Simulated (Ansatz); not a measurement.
ethyl methyl carbonate (SMILES CCOC(=O)OC) moved off its minimum; all values from Ansatz (a first-principles code), cores frozen in correlated methods.
(charge 0, multiplicity 1)
```xyz
15

C     -3.23055    -0.26263     0.10655
C     -1.58646     0.48089     0.27207
O     -0.60990    -0.19104    -0.28801
C      0.48090     0.21068    -0.03874
O      0.65703     1.10760     0.80500
O      1.49081    -0.59288    -0.51155
C      2.87634    -0.16906    -0.17086
H     -2.95131    -1.36446     0.45684
H     -3.93803     0.15483     0.05563
H     -3.34572    -0.45507    -1.07711
H     -1.71967     1.41519    -0.09942
H     -1.82588     0.66218     1.32182
H      3.48457    -1.08423    -0.72930
H      2.87070     0.86438    -0.64543
H      3.29711    -0.35648     0.88682
```

Give the forces (eV/Å), the total energy and the dipole at CCSD(T)/aug-cc-pVTZ.


```
atom       Fx       Fy      Fz
----  -------  -------  ------
C1     22.092  -13.328  -4.033
C2     -9.330    0.484   2.577
O3     -5.947   -6.017  -3.971
C4     10.002    3.015   5.277
O5      0.931   -0.228  -1.519
O6     -0.478    0.376   0.648
C7      0.674   -2.242  -1.681
H8     -1.768    2.479  -0.071
H9    -17.790   10.977   1.610
H10     1.054   -0.197   1.640
H11     0.036    2.849  -1.688
H12     2.210   -0.816   0.642
H13    -1.292    2.875   0.681
H14     1.230   -1.289   1.050
H15    -1.624    1.061  -1.160
```
Energy -382.1321 hartree, dipole 0.78 D.
